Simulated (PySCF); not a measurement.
**Correlation energy of Hf⁶¹⁺ (hafnium, charge +61)**

[Ne] 3s1, 2S determinant. Computed with PySCF 2.14 in an even-tempered Gaussian basis (16 s from 17 bohr⁻², ratio 2.5; 10 p from 22 bohr⁻², ratio 2.5; 4 d from 79 bohr⁻², ratio 2.7; 4 f from 120 bohr⁻², ratio 2.7), with no relativity, point nucleus. Frozen: 1s2; 9 electrons correlated; the 17 highest virtual orbitals of each spin left out.

| level | correlation energy (mhartree) |
| --- | --- |
| CCSD | -320.83 |
| (T) | -0.05 |
| CCSD(T) | -320.88 |

Diagnostics: T1 = 3.8e-05, D1 = 0.0001, largest double amplitude 0.002.

A non-relativistic calculation at this Z misses sizeable relativistic shifts.

Cost of the coupled-cluster step: of the order of 20 core-seconds, for 9 correlated electrons.

At this charge a non-relativistic calculation is a model, useful for the Z dependence of the correlation energy.
